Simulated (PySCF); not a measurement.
TDDFT excited states: C12H10

Species: 1-vinylnaphthalene, C12H10.
Cartesian coordinates in Å at the PBE0-D3(BJ)/def2-SVP level; atoms count from 1:
```
atom  x, y, z in Å
C1    -3.621   -0.169    0.286
C2    -2.437   -0.520   -0.228
C3    -1.295    0.384   -0.435
C4    -1.506    1.699   -0.816
C5    -0.433    2.587   -1.034
C6     0.863    2.156   -0.886
C7     1.137    0.818   -0.502
C8     2.469    0.358   -0.340
C9     2.729   -0.935    0.049
C10    1.660   -1.822    0.299
C11    0.357   -1.406    0.150
C12    0.051   -0.083   -0.265
H13   -4.433   -0.895    0.375
H14   -3.816    0.846    0.645
H15   -2.295   -1.563   -0.535
H16   -2.529    2.044   -0.979
H17   -0.640    3.616   -1.338
H18    1.701    2.834   -1.065
H19    3.289    1.056   -0.528
H20    3.760   -1.276    0.171
H21    1.869   -2.846    0.620
H22   -0.456   -2.101    0.367
```

Computed with TDDFT CAM-B3LYP/def2-SVPD, vertical, gas phase, core orbitals frozen in the response (PySCF).

Problem. What does the calculation give for the low-lying excited states?

Solution. 

| state | E (eV) | ν̃ (cm⁻¹) | f | \|μ\| (D) | main configurations (H = HOMO, L = LUMO) |
| --- | --- | --- | --- | --- | --- |
| S1 | 4.31 | 34730 | 0.207 | 3.56 | H→L (95%) |
| S2 | 4.49 | 36240 | 0.0006 | 0.18 | H→L+1 (48%), H-1→L (48%) |
| S3 | 5.47 | 44080 | 0.066 | 1.78 | H→L+2 (92%) |
| S4 | 5.76 | 46460 | 0.194 | 2.98 | H-2→L (86%) |
| S5 | 5.84 | 47140 | 0.839 | 6.15 | H-1→L (46%), H→L+1 (42%) |
| S6 | 6.15 | 49590 | 0.014 | 0.77 | H-1→L+2 (51%), H-2→L+1 (29%) |
| S7 | 6.27 | 50560 | 0.0073 | 0.55 | H→L+3 (90%) |
| S8 | 6.32 | 51010 | 0.202 | 2.90 | H-1→L+1 (84%) |
| S9 | 6.57 | 52970 | 0.0057 | 0.48 | H→L+4 (54%), H→L+6 (13%), H→L+5 (12%) |
| S10 | 6.70 | 54040 | 0.0039 | 0.39 | H→L+5 (77%) |

Triplets (Tamm–Dancoff): T1 2.81 eV, H→L (87%); T2 3.78 eV, H→L+2 (39%), H-2→L (36%); T3 4.07 eV, H-1→L (50%), H→L+1 (37%); T4 4.32 eV, H→L+1 (53%), H-1→L (41%).

The lowest singlet lies at 4.31 eV (288 nm, ultraviolet) and is strong; its leading configuration is HOMO→LUMO (95%). The strongest level in the table is S5 at 5.84 eV (212 nm, f = 0.839). Löwdin shares by element: HOMO carbon 47% or more (atoms not listed hold the other 53%); LUMO carbon 42% or more (atoms not listed hold the other 58%). The listed states span 2.39 eV, and the widest gap between neighbours is 0.97 eV (S2 to S3). The oscillator strengths of these states sum to 1.538; summed over the whole spectrum of an exact calculation they would give the number of electrons, 82 (Thomas–Reiche–Kuhn). Weighted by f, the mean energy of these states is 5.68 eV. Only the lowest 10 singlets were computed, as vertical energies without vibronic structure.

One conformer stands for the species.
